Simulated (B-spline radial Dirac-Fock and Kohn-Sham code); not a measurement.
Zn¹¹⁺: photoemission with Ga Kα (9251.7 eV) photons

System: the Zn¹¹⁺ ion in the configuration [Ar] 3d1.

These are calculated numbers from a B-spline atomic structure program; the model is independent-particle photoionisation in a Dirac-Hartree-Slater potential with a Latter tail, all multipoles, thresholds from Dirac-Fock ΔSCF. The asymmetry parameter β is from the dipole term alone. Kinetic energies are from the vacuum level. Open shells are spread statistically over j, without multiplet splitting.

```
subshell  electrons  binding (eV)  kinetic (eV)    σ (kb)     β
      2s          2        1552.8        7698.9         ?     ?
   2p1/2          2        1398.2        7853.5     0.571  0.93
   2p3/2          4        1374.7        7877.0      1.04  0.93
      3s          2         438.9        8812.8     0.367  2.00
   3p1/2          2         384.1        8867.6     0.101  0.87
   3p3/2          4         380.0        8871.7     0.186  0.86
   3d3/2        0.4         308.7        8943.0  0.000721  0.36
   3d5/2        0.6         308.0        8943.7   0.00103  0.37
```

**Question.** What are σ and β for 2s?

**Answer.** σ = 1.99 kb, the largest of all subshells and 47 % of the total, and β = 2.00.
